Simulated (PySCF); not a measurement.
Molecule: `C=C(C)[C@@H](C)C=O`, C6H10O.

Bonds (- single, = double, # triple, : aromatic): C1=C2, C2-C3, C2-C4, C4-C5, C4-C6, C6=O7. C1 carries H8, H9; C3 carries H10, H11, H12; C4 carries H13; C5 carries H14, H15, H16; C6 carries H17. Stereochemistry as in C=C(C)[C@@H](C)C=O. H9 is cis to C3; H8 is trans to C3.

Frames of a GFN2-xTB Langevin trajectory at 200 K; GIAO PBE0/pcSseg-1 shieldings in PySCF 2.14.0 with density-fitted response routines, gas phase, non-relativistic; equivalent atoms averaged within each frame.

Referencing at the same level of theory: TMS for 13C (σref 186.93), 1H (σref 31.72); H2O for 17O (σref 336.08). The references are static minima.

How do the shifts (ppm) fluctuate along the trajectory?

Results:


```tsv
time (fs)	C6	C2	C1	C4	C3	C5	O7	H17	H8	H9
250	204.3	153.9	120.2	60.2	18.4	7.6	671.7	9.68	5.82	4.90
425	208.4	157.0	131.2	64.0	15.3	11.7	696.1	9.91	5.77	5.80
625	208.7	148.0	123.0	66.3	19.2	15.3	673.3	10.08	5.98	5.20
800	218.6	161.6	121.3	54.7	21.2	14.5	752.8	9.93	5.64	5.69
1000	204.8	149.1	122.8	61.3	22.3	12.7	666.1	9.57	5.43	5.94
mean of frames	209.0	153.9	123.7	61.3	19.3	12.3	692.0	9.83	5.73	5.51
standard deviation	5.8	5.6	4.3	4.4	2.7	3.0	35.9	0.21	0.21	0.44
```

5 frames give an uncertainty of the mean of about the standard deviation over 2.2 at best, since frames this close in time may not be independent; classical motion lacks zero-point vibration, and the reference would need the same averaging.
